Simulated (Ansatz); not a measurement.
A search over several starts for the lowest SCF solution of FeBr2 at the given spin, in a small basis.

```yaml
crystal:
  periodic: [false, false, false]
  atoms:
    - {symbol: Fe, position_ang: [-0.001062, -0.000616, -0.000036]}
    - {symbol: Br, position_ang: [-0.050959, -0.039727, 2.196979]}
    - {symbol: Br, position_ang: [0.052021, 0.040333, -2.196943]}
basis:
  gaussian: {orbitals: def2-SVP, initial_orbitals: start.molden}
hamiltonian: {xc: pbe0, dispersion: d4}
output: {orbitals: {seedname: orbitals}}
```

The file start.molden holds the orbitals of an earlier run on this structure, at another level or in another basis.

```sh
$ ansatz run in.yaml --threads 2 --pin off --events-out ev --progress --plain --max-ram 4352MiB
```

It prints (some lines left out):

```
Functional definition: PBE0
941 factors; integrals over basis functions are off by at most 7.8e-4 eV
mean field evaluation 1: about -174435.0504 eV, gradient 1.5e1 eV
mean field evaluation 2: about -174435.7880 eV, gradient 9.0e-1 eV
mean field evaluation 4: about -174435.8299 eV, gradient 1.5e-1 eV
mean field evaluation 8: about -174435.8300 eV, gradient 1.0e-5 eV
mean field evaluation 16: about -174431.4914 eV, gradient 1.9e1 eV
mean field evaluation 32: about -174435.8300 eV, gradient 1.6e-3 eV
mean field evaluation 64: about -174435.8304 eV, gradient 8.7e-2 eV
mean field evaluation 96: about -174435.8300 eV, gradient 4.2e-4 eV
mean field -174435.83000399 eV, -6410.3985157943 hartree, gradient 6.1e-6 eV, S^2 0.000000; 8 other end points of the search recorded, 0 dependent functions left out
reference -174435.83003914 eV, -6410.3985170862 hartree; 48, 48 occupied and 47, 47 virtual orbitals, 941 factors
Total energy: -174435.90260363 eV, -6410.4011837819 hartree
```

Run time 45 s (2 threads of Intel Xeon Platinum 8375C on a shared host).

The restricted singlet is unstable towards broken spin symmetry in Hartree–Fock (as tested in another run); at PBE0-D4/def2-SVP this wasn't settled. At PBE0-D4/def2-TZVP a quintet of charge 0 lies 3.63 eV below the restricted singlet, each at its own geometry.
